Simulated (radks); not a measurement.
Values are calculated unless marked as measured or tabulated.
Question: Neutral erbium, 68 electrons, occupied as [Xe] 4f12 5d1 6s1 (not the ground configuration). Code: a radial shooting solver on a logarithmic mesh with Libxc functionals. Model: Dirac Kohn-Sham, PBE, spin-unpolarised, spherical densities, finite nucleus; open shells fill j = l - 1/2 first; Fermi nuclear charge, rms radius 5.2516 fm. Some entries of the table are withheld. Estimate them.

orbital  occ.  eigenvalue (Ry)  <r^2> (bohr^2)  <1/r> (bohr^-1)
1s1/2       2        -4210.980       0.0005680            77.54
2s1/2       2        -707.0043             (1)            18.65
2p1/2       2        -673.4787        0.006329            18.63
2p3/2       4        -606.0912        0.007548            16.15
3s1/2       2        -158.3687         0.05794            6.826
3p1/2       2        -143.6398             (2)            6.742
3p3/2       4        -129.4865             (3)            6.110
3d3/2       4        -104.2700         0.04763            5.995
3d5/2       6        -101.1768         0.04953            5.841
4s1/2       2        -31.19997          0.2917              (4)
4p1/2       2        -25.31086          0.3047            2.746
4p3/2       4        -22.12645          0.3426            2.528
4d3/2       4        -12.42914          0.3872              (5)
4d5/2       6        -11.85041          0.4023              (6)
5s1/2       2         -3.75210           1.779            1.063
5p1/2       2         -2.17135           2.313           0.9276
5p3/2       4         -1.78117           2.711           0.8481
6s1/2       1         -0.27231           19.36              (7)
4f5/2       6         -0.22681          0.9588              (8)
4f7/2       6         -0.14743           1.048              (9)
5d3/2       1         -0.06070           21.45           0.3675

Answer: 
(1) 2s1/2 <r^2> (bohr^2): 0.008777
(2) 3p1/2 <r^2> (bohr^2): 0.05362
(3) 3p3/2 <r^2> (bohr^2): 0.06046
(4) 4s1/2 <1/r> (bohr^-1): 2.855
(5) 4d3/2 <1/r> (bohr^-1): 2.306
(6) 4d5/2 <1/r> (bohr^-1): 2.252
(7) 6s1/2 <1/r> (bohr^-1): 0.3058
(8) 4f5/2 <1/r> (bohr^-1): 1.656
(9) 4f7/2 <1/r> (bohr^-1): 1.624
